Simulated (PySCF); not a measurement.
## AlSn from Hartree–Fock to correlated methods

State: ⁴Σ⁻ (quartet), unpaired electrons σ ↑, π ↑↑. Set-up: Al def2-SVPD, Sn def2-SVPD with ECP28; scalar-relativistic core potentials (PySCF 2.14). De refers to Al + Sn in their high-spin ground configurations, without counterpoise correction. The functionals are run spin-unrestricted. A positive dipole means Al(−)Sn(+).

| Level | Re (Å) | ωe (cm⁻¹) | De (eV) | μ (D) | CPU s a point (SCF and correlation, without the integrals) |
| --- | --- | --- | --- | --- | --- |
| UHF | 2.737 | 239 | 1.34 | -1.78 | 0.18 |
| UHF-MP2 | 2.665 | 270 | 1.99 | n/a | 0.27 |
| UHF-SCS-MP2 | 2.671 | 267 | 1.78 | n/a | n/a |
| UHF-CCSD | 2.690 | 261 | 1.84 | n/a | n/a |
| UHF-CCSD(T) | 2.685 | 263 | 1.95 | n/a | 8.9 |
| PBE | 2.682 | 256 | 2.38 | -0.53 | 0.74 |
| r²SCAN | 2.658 | 267 | 2.38 | -0.76 | 0.99 |
| M06-L | 2.655 | 270 | 2.37 | -0.11 | 0.98 |
| PBE0 | 2.661 | 266 | 2.24 | -0.76 | 1.2 |
| MN15 | 2.656 | 263 | 2.45 | -1.17 | 1.1 |
| LC-ωPBE | 2.628 | 277 | 1.95 | -1.13 | 0.92 |
| B2PLYP | 2.674 | 262 | 2.02 | -1.17 | 0.73 |

The bond length runs from 2.628 Å (LC-ωPBE) to 2.737 Å (UHF). De spans 1.34 eV (UHF, mean field) to 2.45 eV (MN15, hybrid meta-GGA). Correlation at CCSD(T) changes the Hartree–Fock bond energy by +0.61 eV; the triples alone change it by +0.11 eV.

Correlated steps freeze 9 core orbitals. Correlated levels converge slowly with the basis: in double zeta they bind strong bonds too weakly, by up to about 1 eV, and carry superposition errors of some tenths. These are scalar-relativistic numbers at best; spin–orbit coupling would shift them, the dissociation energy most. B2PLYP dipoles, levels and charges come from its SCF part alone. The state was picked by a PBE0 search and need not be the measured ground state.

The whole job (state search and all levels along the bond) took about 3 min on 1 thread of Arm Neoverse V2 (shared host), peak memory 0.71 GiB.
